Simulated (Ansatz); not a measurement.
Total energies of `BCN=C`.

```json
{"atom": "B1", "x (Å)": "0.090", "y (Å)": "0.764", "z (Å)": "1.513"}
{"atom": "C2", "x (Å)": "0.318", "y (Å)": "0.528", "z (Å)": "-0.005"}
{"atom": "N3", "x (Å)": "0.466", "y (Å)": "-0.841", "z (Å)": "-0.416"}
{"atom": "C4", "x (Å)": "-0.353", "y (Å)": "-1.304", "z (Å)": "-1.251"}
{"atom": "H5", "x (Å)": "-0.143", "y (Å)": "1.879", "z (Å)": "1.879"}
{"atom": "H6", "x (Å)": "0.183", "y (Å)": "-0.120", "z (Å)": "2.310"}
{"atom": "H7", "x (Å)": "-0.408", "y (Å)": "1.098", "z (Å)": "-0.613"}
{"atom": "H8", "x (Å)": "1.283", "y (Å)": "1.048", "z (Å)": "-0.163"}
{"atom": "H9", "x (Å)": "-0.272", "y (Å)": "-2.345", "z (Å)": "-1.560"}
{"atom": "H10", "x (Å)": "-1.163", "y (Å)": "-0.707", "z (Å)": "-1.695"}
```

Total charge 0; spin multiplicity 1. The geometry is a stationary point of PBE0-D4/def2-TZVP. It is one conformer, not always the lowest. Basis def2-TZVPP, Ansatz 0.2.0.

RPA on PBE orbitals: Hartree–Fock energy of these orbitals -158.32924 Eh, correlation -1.07379 Eh (frozen core).

```csv
functional,energy without D4 (Eh),D4 term (kJ/mol)
LDA (SPW92),-157.92497,–
PBE,-159.19963,-14.4
revPBE,-159.37591,-51.6
BLYP,-159.35309,-32.7
r2SCAN,-159.32017,-3.6
B97M-V,-159.42544,–
PBE0,-159.22026,-12.0
B3LYP,-159.43732,-23.0
r2SCANh,-159.31321,-3.8
r2SCAN0,-159.30361,-4.1
HSE06 (plane-wave form),-159.21054,-11.0
BHLYP,-159.32888,-15.8
CAM-B3LYP,-159.33489,-11.9
LC-ωPBE,-159.30975,–
ωB97X-V,-159.37609,–
ωB97M-V,-159.34252,–
B2PLYP,-159.27829,–
PBE-QIDH,-159.19434,–
```

B3LYP takes the VWN-RPA correlation (the form of Gaussian; ORCA's B3LYP/G). HSE06 is the plane-wave form, built on full-range PBE exchange. The double hybrids freeze the cores in their second-order part.

LC-ωPBE has ω = 0.4 bohr⁻¹.
